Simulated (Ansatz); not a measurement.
Diatomic LiBe, multiplicity 2 (lowest of 2S+1 = 2, 4 at CCSD(T)/def2-TZVPP on PBE0 minima; our sources give no spin for the ground state, which may be another). The T1 diagnostic near the minimum is 0.076, so single-reference values are doubtful.

The constants come from a fifth-degree fit in 1/R (seven points, main isotopes). In def2 and cc sets the state is the lowest found near the PBE0 minimum, followed along R.

Correlated levels freeze the inner cores; with def2 sets outer-core shells near the valence are correlated too. CBS: X⁻³ extrapolation of the correlation energy, Hartree–Fock from the larger set.

The values were computed with Ansatz (a quantum-chemistry and plane-wave program) with Gaussian orbitals. Values without a source in brackets are computed.

D_e counts from each atom's lowest state at the same level, without counterpoise or zero-point energy.

```tsv
level	r_e (Å)	ω_e (cm⁻¹)	ω_e x_e (cm⁻¹)	D_e (eV)	dipole (D)
B3LYP/def2-TZVPP	2.571	341	6.6	0.45	2.72
PBE0/def2-TZVPP	2.587	340	6.1	0.50	2.84
BHLYP/def2-TZVPP	2.566	(withheld)	7.6	0.38	3.19
CCSD/aug-cc-pVTZ	2.622	298	10	0.24	-
CCSD/def2-TZVPP	2.667	268	12	0.17	-
CCSD/def2-QZVPP	2.600	305	11	0.24	-
CCSD(T)/def2-TZVPP	2.656	277	11	0.20	-
CCSD(T)/CBS(aug-cc-pVTZ, aug-cc-pVQZ)	(withheld)	(withheld)	9.4	-	-
```

Fill in the missing entries.


- CCSD(T)/CBS(aug-cc-pVTZ, aug-cc-pVQZ), r_e (Å): 2.597
- CCSD(T)/CBS(aug-cc-pVTZ, aug-cc-pVQZ), ω_e (cm⁻¹): 317
- BHLYP/def2-TZVPP, ω_e (cm⁻¹): 344

Doubts at one or more of the structures used: T1 above 0.05 (CCSD/aug-cc-pVTZ, CCSD/def2-TZVPP, CCSD/def2-QZVPP, CCSD(T)/def2-TZVPP, CCSD(T)/CBS(aug-cc-pVTZ, aug-cc-pVQZ)); a spin-contaminated determinant (CCSD/aug-cc-pVTZ, CCSD/def2-TZVPP, CCSD/def2-QZVPP, CCSD(T)/def2-TZVPP, CCSD(T)/CBS(aug-cc-pVTZ, aug-cc-pVQZ)).
